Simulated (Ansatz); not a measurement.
```yaml
crystal:
  periodic: [false, false, false]
  atoms:
    - {symbol: B, position_ang: [-0.716507, 0.982876, -0.080850]}
    - {symbol: O, position_ang: [-0.401962, -0.213351, 0.491441]}
    - {symbol: B, position_ang: [0.654924, -0.993556, 0.129913]}
    - {symbol: F, position_ang: [0.821536, -2.125022, 0.781983]}
    - {symbol: H, position_ang: [-0.039314, 1.415332, -0.970872]}
    - {symbol: H, position_ang: [-1.674933, 1.557712, 0.341275]}
    - {symbol: H, position_ang: [1.417556, -0.691992, -0.738688]}
basis:
  gaussian: {orbitals: x2c-TZVPPall}
magnetization: {spin_polarized: true, initial_magnetization: 1}
hamiltonian: {xc: {name: SPW92}}
output: {forces: true}
```

```sh
$ ansatz run in.yaml --threads 2 --pin off --events-out ev --progress --plain --max-ram 4352MiB
```

Shortened log:

```
Error: a molecule whose nuclei and cores have a total charge of 30 cannot have a net charge of 0 together with 1 unpaired electrons
```

(1) Something in this input is off. What?

## Answers

(1) The number of unpaired electrons doesn't fit the electron count. The input was rejected before any iteration.
